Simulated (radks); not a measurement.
Spherical quantum dot in the effective-mass picture: electrons in a parabolic well V = omega^2 r^2 / 2 with omega = 1.35, all in effective atomic units (hartree* = m*/eps^2 hartree, bohr* = eps/m* bohr), one dielectric constant everywhere. Calculated with a radial shooting solver with Libxc functionals: non-relativistic Kohn-Sham, PBEsol, spin-polarised, spherical densities. Levels are named by radial order and angular momentum (1s, 1p, 1d, 2s, ...), and open shells are averaged over m.

N = 4, configuration 1s2 1p(up 2, down 0). This is the lowest configuration that the search found. Occupied and some empty levels:

| level | occupation | eigenvalue (hartree*) | <r> (bohr*) |
|---|---|---|---|
| 1s up | 1 | 4.4455 | 1.100 |
| 1s down | 1 | 4.5693 | 1.085 |
| 1p up | 2 | 5.5087 | 1.407 |
| 1p down | 0 | 5.6590 | 1.408 |
| 1d up | 0 | 6.6594 | 1.647 |
| 1d down | 0 | 6.8066 | 1.658 |
| 2s up | 0 | 6.8107 | 1.512 |
| 2s down | 0 | 6.9019 | 1.526 |
| 1f up | 0 | 7.8646 | 1.856 |
| 1f down | 0 | 7.9954 | 1.871 |

Energy (hartree*): total 14.8624, kinetic 4.5110, external 6.4910, Hartree 5.7372, exchange-correlation -1.8769.

Electron density:

| r (bohr*) | n(r) (e/bohr*^3) |
|---|---|
| 0.0534 | 0.3662 |
| 0.188 | 0.3643 |
| 0.322 | 0.3595 |
| 0.456 | 0.3503 |
| 0.590 | 0.3350 |
| 0.724 | 0.3125 |
| 0.858 | 0.2826 |
| 0.992 | 0.2464 |
| 1.13 | 0.2062 |
| 1.26 | 0.1645 |
| 1.40 | 0.1252 |
| 1.53 | 0.09047 |
| 1.66 | 0.06195 |
| 1.80 | 0.04016 |
| 1.93 | 0.02465 |
| 2.06 | 0.01435 |
| 2.20 | 0.007925 |
| 2.33 | 0.004135 |
| 2.47 | 0.002056 |
| 2.60 | 0.0009707 |
